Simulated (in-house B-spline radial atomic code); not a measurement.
Whole-atom quantities along the 23-electron series, configuration [Ar] 3d5. Breit and QED terms are first order and not part of the total energy; the density at the nucleus is averaged over the nuclear charge. Computed with an all-electron radial atomic-structure program (B-spline basis): Dirac-Hartree-Fock, average of the configuration, finite nuclei.

```tsv
ion	Z	E/Z² (Eh)	Σ<r²> (bohr²)	n(0)/Z³ (bohr⁻³)	Lamb diamagnetic shielding (ppm)	repulsion over attraction	Breit energy (eV)	self-energy (eV)	vacuum polarisation (eV)	Dirac less non-relativistic energy (Eh)
Ga8+	31	-1.9973	6.3657	0.93229	2561.85	0.13308	23.086	17.111	-1.5903	-19.397
Ge9+	32	-2.0182	5.701	0.95087	2664.13	0.12989	25.702	19.11	-1.8099	-22.236
As10+	33	-2.0382	5.1399	0.97099	2766.75	0.12679	28.515	21.269	-2.0522	-25.383
Se11+	34	-2.0574	4.6609	0.99156	2869.73	0.1238	31.532	23.596	-2.3187	-28.86
Br12+	35	-2.0759	4.2479	1.0133	2973.11	0.12092	34.761	26.1	-2.6112	-32.693
Kr13+	36	-2.0937	3.889	1.0359	3076.91	0.11813	38.21	28.787	-2.9314	-36.904
Rb14+	37	-2.1108	3.5746	1.0596	3181.14	0.11545	41.886	31.666	-3.2812	-41.519
Sr15+	38	-2.1273	3.2976	1.0842	3285.84	0.11286	45.797	34.746	-3.6627	-46.565
Zr17+	40	-2.1587	2.8332	1.1365	3496.7	0.10796	54.357	41.542	-4.5289	-58.062
Nb18+	41	-2.1736	2.6372	1.1633	3602.9	0.10565	59.022	45.276	-5.0182	-64.571
Mo19+	42	-2.1881	2.461	1.1904	3709.66	0.10341	63.954	49.247	-5.5479	-71.626
Tc20+	43	-2.2022	2.302	1.221	3816.98	0.10126	69.161	53.465	-6.1211	-79.263
Ru21+	44	-2.2159	2.1578	1.2507	3924.9	0.099181	74.652	57.939	-6.7399	-87.511
Rh22+	45	-2.2292	2.0268	1.2835	4033.43	0.097174	80.436	62.68	-7.4077	-96.408
Pd23+	46	-2.2422	1.9073	1.3169	4142.6	0.095236	86.521	67.698	-8.1269	-105.99
Ag24+	47	-2.2548	1.798	1.3526	4252.44	0.093363	92.914	73.005	-8.9011	-116.29
Cd25+	48	-2.2672	1.6977	1.3878	4362.96	0.091553	99.626	78.612	-9.7331	-127.35
In26+	49	-2.2792	1.6055	1.427	4474.2	0.089802	106.66	84.531	-10.627	-139.2
```

(1) With what power of Z does the column «Σ<r²> (bohr²)» change over this range?

Answers

(1) A fit of the logarithm of its size against log Z from Z = 31 to 49 has slope -2.98. Unscreened non-relativistic hydrogenic orbitals would give -2.
